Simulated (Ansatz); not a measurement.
CH4FGaO, SMILES `FC[O][GaH2]`. The species carries charge 0 and has multiplicity 1. The geometry is a stationary point of PBE0-D4/def2-TZVP. It is one conformer, not always the lowest.

```xyz
8

F     0.011   -0.932   -0.851
C     0.760   -0.787    0.420
O     0.387    0.380    0.931
Ga   -0.844    1.043   -0.311
H     0.452   -1.669    0.996
H     1.809   -0.845    0.104
H    -2.334    0.760    0.047
H    -0.241    2.049   -1.337
```

(1) What is the dipole moment at r2SCAN/def2-TZVPP? (Estimate.)

(2) And with PBE, B3LYP, ωB97M-V? (Best estimate.)

(3) Give the Mulliken charges with r2SCAN, B3LYP, ωB97M-V in def2-TZVPP. (Best estimate.)

Results:

(1) Computed: 0.52 D, with components (0.23, -0.47, -0.08) D in this frame, pointing from negative to positive charge.

(2) The calculation gave: PBE 0.50 D, B3LYP 0.53 D, ωB97M-V 0.56 D.

(3) The calculation gave: 
| atom | r2SCAN | B3LYP | ωB97M-V |
| --- | --- | --- | --- |
| F1 | -0.26 | -0.28 | -0.26 |
| C2 | 0.28 | 0.18 | 0.15 |
| O3 | -0.45 | -0.43 | -0.44 |
| Ga4 | 0.45 | 0.43 | 0.39 |
| H5 | 0.07 | 0.11 | 0.12 |
| H6 | 0.07 | 0.12 | 0.12 |
| H7 | -0.08 | -0.06 | -0.04 |
| H8 | -0.08 | -0.06 | -0.04 |

B3LYP here is the variant with VWN-RPA as its local correlation; programs differ in this.
